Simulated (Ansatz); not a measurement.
`B/C=N/C`, one more setting.

```yaml
crystal:
  periodic: [false, false, false]
  atoms:
    - {symbol: B, position_ang: [-1.061288, 1.311907, -1.204756]}
    - {symbol: C, position_ang: [0.007271, 0.432226, -0.498178]}
    - {symbol: N, position_ang: [-0.344282, -0.328654, 0.464459]}
    - {symbol: C, position_ang: [0.658584, -1.130736, 1.102936]}
    - {symbol: H, position_ang: [-0.752176, 2.033990, -2.107334]}
    - {symbol: H, position_ang: [-2.192549, 1.254377, -0.832363]}
    - {symbol: H, position_ang: [1.066327, 0.449808, -0.808808]}
    - {symbol: H, position_ang: [0.360906, -2.181625, 1.035619]}
    - {symbol: H, position_ang: [0.674228, -0.887059, 2.169674]}
    - {symbol: H, position_ang: [1.665879, -1.005333, 0.681654]}
basis:
  gaussian: {orbitals: STO-3G}
hamiltonian: {xc: {name: PBE-QIDH}}
output: {forces: true}
```

```sh
$ ansatz run in.yaml --threads 2 --pin off --events-out ev --progress --plain --max-ram 4352MiB
```

Output, abridged:

```
Functional definition: PBE-QIDH
355 factors; integrals over basis functions are off by at most 5.5e-5 eV
mean field evaluation 1: about -4269.3905 eV, gradient 1.8e1 eV
mean field evaluation 2: about -4269.4697 eV, gradient 1.8e1 eV
mean field evaluation 4: about -4270.6825 eV, gradient 1.8e0 eV
mean field evaluation 8: about -4270.6973 eV, gradient 5.2e-2 eV
mean field -4270.69730637 eV, -156.9452312266 hartree, gradient 2.5e-6 eV, S^2 0.000000; 0 other end points of the search recorded, 0 dependent functions left out
4 core orbitals not correlated: weight in the atoms' cores, before any rotation towards them, 1.000 or more for the frozen orbitals, at most 0.000 for the correlated occupied ones
reference -4270.69731306 eV, -156.9452314723 hartree; 11, 11 occupied and 11, 11 virtual orbitals, 355 factors
second order -6.39125496 eV of doubles, -0.00000000 eV of singles
mean field evaluation 16: about -4270.6303 eV, gradient 1.8e-1 eV
Total energy: -4272.82773138 eV, -157.0235229015 hartree
Atom 0 at    -1.061288     1.311907    -1.204756 Å, force    -0.442336     0.415454    -0.355560 eV/Å
Atom 1 at     0.007271     0.432226    -0.498178 Å, force     1.127032     1.634471    -2.167559 eV/Å
Atom 2 at    -0.344282    -0.328654     0.464459 Å, force    -3.192297    -0.406692     1.339318 eV/Å
Atom 3 at     0.658584    -1.130736     1.102936 Å, force     1.727300    -1.176585     0.865506 eV/Å
Atom 4 at    -0.752176     2.033990    -2.107334 Å, force    -0.250826    -0.501661     0.637648 eV/Å
Atom 5 at    -2.192549     1.254377    -0.832363 Å, force     0.699506     0.081993    -0.281255 eV/Å
Atom 6 at     1.066327     0.449808    -0.808808 Å, force     0.088819     0.138694    -0.182166 eV/Å
Atom 7 at     0.360906    -2.181625     1.035619 Å, force    -0.006318    -0.258127    -0.104627 eV/Å
Atom 8 at     0.674228    -0.887059     2.169674 Å, force     0.086057     0.126549     0.232097 eV/Å
Atom 9 at     1.665879    -1.005333     0.681654 Å, force     0.163063    -0.054096     0.016599 eV/Å
Dipole moment:     0.339671    -0.111431     0.034013 e Å
```

Hardware: 2 threads of an Arm Neoverse V2 on a shared host. Wall time 1.2 s, peak host memory 0.08 GiB.
